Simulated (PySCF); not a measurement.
## Potential energy of RbAl along the bond

Set-up: Rb def2-SVPD with ECP28, Al def2-SVPD; scalar-relativistic core potentials (PySCF 2.14). Energies in eV from Rb + Al in their ground configurations at the same level. State: ³Π (triplet), unpaired electrons σ ↑, π ↑.

| R (Å) | r²SCAN |
| --- | --- |
| 3.072 | -0.4819 |
| 3.215 | -0.6118 |
| 3.358 | -0.6848 |
| 3.465 | -0.7119 |
| 3.572 | -0.7212 |
| 3.679 | -0.7170 |
| 3.822 | -0.6964 |
| 4.001 | -0.6544 |
| 4.215 | -0.5913 |
| 4.501 | -0.5002 |

Problem. Put a parabola through the three lowest points of the r²SCAN curve and estimate Re, k and ωe (reduced mass 20.48 u; 1 eV/Å² = 0.16022 mdyn/Å; ωe = 1302.8·√(k/μ) cm⁻¹).

Solution. Through R = 3.465, 3.572, 3.679 Å the second-order coefficient is 0.590 eV/Å², so Re ≈ 3.592 Å, k ≈ 0.189 mdyn/Å and ωe ≈ 125 cm⁻¹. A polynomial fit of higher order to the unrounded r²SCAN energies gives Re = 3.588 Å, k = 0.179 mdyn/Å, ωe = 122 cm⁻¹; anharmonicity and rounding make the difference.

The higher-order fit for each curve: r²SCAN: Re = 3.588 Å, ωe = 122 cm⁻¹, De = 0.72 eV.

Spin–orbit coupling is left out. The state is the lowest determinant that a PBE0 search found; another state may lie lower at other levels.
